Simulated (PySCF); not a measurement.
## Computed structure and properties of [Lu(NH2)2]+

System: [Lu(NH2)2]+ (singlet); start: displaced along the imaginary mode (C2). Method: PySCF 2.14.0, RKS PBE0, Lu def2-SVP with ECP28, N def2-SVP, H def2-SVP; non-relativistic Hamiltonian with scalar-relativistic core potentials where named; density fitting; no spin-orbit coupling.

Input of the relaxation:

```python
mol = gto.M(atom='''
Lu    -0.00000     0.00000    -0.17796
N      1.70430    -0.00509     0.91474
H      2.28931    -0.84018     1.17442
H      1.97893     0.77896     1.56161
N     -1.70430     0.00509     0.91474
H     -2.28931     0.84018     1.17442
H     -1.97893    -0.77896     1.56161''',
    basis={'Lu': 'def2-SVP', 'N': 'def2-SVP', 'H': 'def2-SVP'},
    ecp={'Lu': 'def2-SVP'},
    charge=1, spin=0)
mf = dft.RKS(mol, xc='PBE0')
mf.grids.atom_grid = (50, 194)  # f atoms: unpruned, at least (60, 302)
mf = mf.density_fit()  # fitting sets: Lu def2-universal-JKFIT, N def2-universal-JKFIT, H def2-universal-JKFIT
mf.conv_tol = 1e-08; mf.max_cycle = 55
mf.kernel(dm0)  # dm0: converged density of the start geometry
# quasi-Newton relaxation in Cartesian coordinates to a largest gradient under 0.00045 Eh/bohr, steps kept in the point group
```

Run from Python with OMP_NUM_THREADS=2; the lines above give its settings. Where DIIS fails, smearing, a level shift and second-order steps follow.
It took 3.4 min on 2 threads of Intel(R) Xeon(R) 6975P-C (Granite Rapids), on a shared host, from the converged density of the start.

Course of the relaxation:

| step | energy above end (eV) | largest force component within the symmetry (eV/Å) |
| --- | --- | --- |
| 0 | 0.4929 | 1.115 |
| 1 | 0.3808 | 0.158 |
| 2 | 0.3243 | 0.484 |
| 3 | 0.3009 | 0.719 |
| 4 | 0.2616 | 0.738 |
| 5 | 0.1976 | 0.594 |
| 6 | 0.1820 | 1.389 |
| 7 | 0.1119 | 0.611 |
| 19 | 0.0007 | 0.051 |
| 20 | 0.0005 | 0.036 |
| 21 | 0.0003 | 0.014 |
| 22 | 0.0002 | 0.021 |
| 23 | 0.0001 | 0.018 |
| 24 | 0.0000 | 0.008 |
(The steps between are left out.)

Relaxed geometry (C2v):

```xyz
7

Lu    0.0000    0.0000   -0.2516
N     1.5819   -0.1622    0.9655
H     2.5719   -0.2650    0.7367
H     1.5210   -0.1578    1.9854
N    -1.5819    0.1622    0.9655
H    -2.5719    0.2650    0.7367
H    -1.5210    0.1578    1.9854
```

```csv
contact,Å
Lu1–N2 (NH2),2.003
Lu1–N5 (NH2),2.003
```

On the finer grid (75, 302):

The HOMO is -11.79 eV, the LUMO is -7.07 eV and the dipole about the centre of mass is 2.73 D. The set of Mulliken populations of Lu1 outside the core potential is s 4.27, p 12.18, d 11.16, f 14.04 and the D3(BJ) dispersion energy (not in the energies) is -0.093 eV.

```csv
atom,Mulliken (e),Löwdin (e),spin (e)
Lu1,1.34,0.90,0.00
N2,-0.52,-0.17,0.00
H3,0.17,0.10,0.00
H4,0.18,0.11,0.00
N5,-0.52,-0.17,0.00
H6,0.17,0.10,0.00
H7,0.18,0.11,0.00
```

On the grid (50, 194), as all that follows. Harmonic modes: a minimum; lowest 154 cm⁻¹ (negative: unstable), highest 3617 cm⁻¹, zero-point energy 1.328 eV.

Taking off one NH2 (charge -1, singlet; the rest: singlet) in vacuum, both parts rigid, costs 17.76 eV; the small basis without counterpoise inflates it. Most of it is the attraction of opposite charges; other ways to part are cheaper, and one spin state was tried for the rest.

Rigid scan of NH2 along the line from its metal:

```json
{"distance to N2 (Å)": "1.70", "energy (eV)": "1.630"}
{"distance to N2 (Å)": "1.80", "energy (eV)": "0.626"}
{"distance to N2 (Å)": "1.90", "energy (eV)": "0.136"}
{"distance to N2 (Å)": "2.00", "energy (eV)": "0.000"}
{"distance to N2 (Å)": "2.10", "energy (eV)": "0.103"}
{"distance to N2 (Å)": "2.20", "energy (eV)": "0.362"}
{"distance to N2 (Å)": "2.40", "energy (eV)": "1.131"}
{"distance to N2 (Å)": "2.70", "energy (eV)": "2.462"}
{"distance to N2 (Å)": "3.10", "energy (eV)": "4.087"}
{"distance to N2 (Å)": "3.60", "energy (eV)": "5.076"}
```

One start shape was tried, so this needn't be the lowest isomer.
